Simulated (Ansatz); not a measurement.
Ansatz results at the PBE0-D4/def2-TZVP geometry: HOMO–LUMO gap (PBE0/def2-TZVPP) 6.26 eV; HOMO energy (B3LYP/def2-TZVPP) -8.00 eV; LUMO energy (B3LYP/def2-TZVPP) -2.09 eV.

Each molecule was computed in one conformer, which needn't be the lowest.

Q: Which molecule gave them?
A. `CSB(F)[SiH3]`
B. `FC[SiH2]BS`
C. `[SiH3][SiH]1CO[SiH2]1`
D. `BCS[SiH2]F`

A: B. The others give `BCS[SiH2]F`: 5.62, -7.16, -2.04; `CSB(F)[SiH3]`: 6.50, -7.51, -1.41; `[SiH3][SiH]1CO[SiH2]1`: 6.88, -7.34, -0.82.

B3LYP here is the variant with VWN-RPA as its local correlation; programs differ in this.
